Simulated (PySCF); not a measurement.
B(F)(Me)(Et), SMILES CCB(C)F, singlet, PBE0/def2-SVP optimised geometry.

```
13

B      0.23     0.78     0.00
F      1.57     0.78     0.00
C     -0.47     2.19     0.00
H     -0.14     2.77    -0.87
H     -0.15     2.76     0.89
H     -1.57     2.14    -0.01
C     -0.51    -0.60     0.00
C      0.34    -1.85     0.03
H     -1.18    -0.59    -0.89
H     -1.23    -0.58     0.84
H      0.97    -1.89     0.93
H      1.03    -1.90    -0.83
H     -0.26    -2.77     0.01
```

Density from PBE0/def2-TZVP (PySCF) at that geometry.

Minimum of the electron density along straight lines between bonded atoms, close to the bond critical point (lines longer than 1.1 times the sum of covalent radii, or with two minima, are not listed):

```csv
bond,length / Å,ρ at the minimum / e bohr⁻³,∇²ρ there / e bohr⁻⁵,position (fraction from the first atom)
B1–F2,1.338,0.193,1.23,0.34
B1–C3,1.569,0.191,-0.33,0.33
C3–H4,1.103,0.263,-0.85,0.64
C3–H5,1.104,0.263,-0.85,0.64
C3–H6,1.099,0.269,-0.89,0.64
B1–C7,1.571,0.193,…,0.33
C7–C8,1.522,…,-0.60,0.50
C7–H9,1.108,0.262,-0.84,0.64
C7–H10,1.107,0.263,-0.85,0.64
C8–H11,1.101,0.272,-0.91,0.64
C8–H12,1.101,0.272,-0.91,0.64
C8–H13,1.101,0.272,-0.91,0.64
```

Task: Some entries are withheld; supply them.

Result: 
- B1–C7, ∇²ρ there / e bohr⁻⁵: -0.37
- C7–C8, ρ at the minimum / e bohr⁻³: 0.244
